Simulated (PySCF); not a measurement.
C2H7AlO2Si, SMILES [Al](/[CH]=C/[SiH3])([OH])[OH].

The structure is a stationary point at r2SCAN-D4/def2-SVP. The structure was generated by enumeration; whether it is a known compound was not checked. Other conformers were not sampled.

Two levels are set side by side: TDA-PBE/def2-SVPD (PySCF) and TDA-ωB97X/def2-SVPD (PySCF). Vertical, same geometry. The lowest singlet is HOMO→LUMO 98 % with PBE and HOMO−1→LUMO 94 % with the other functional; states are paired by order. Differences are taken from unrounded values.

```tsv
quantity	TDA-PBE
lowest singlet excitation (eV)	4.99
lowest triplet excitation (TDA) (eV)	3.94
first bright state (f over 0.05) (eV)	5.55
its oscillator strength	0.06
```

These are the TDA-PBE values. What does TDA-ωB97X give? (Estimate from the structure and the level; the computed values follow.)


```tsv
quantity	TDA-ωB97X	TDA-PBE minus TDA-ωB97X
lowest singlet excitation (eV)	5.48	-0.49
lowest triplet excitation (TDA) (eV)	3.95	-0.02
first bright state (f over 0.05) (eV)	6.80	-1.25
its oscillator strength	0.71	-0.65
```

Functionals without exact exchange tend to place singlet excitations lower, as here. Differences between two approximate levels are no errors against the true value.

Rough cost on one machine, each run with all the roots and properties that it gave: TDA-ωB97X against TDA-PBE about 6 times.
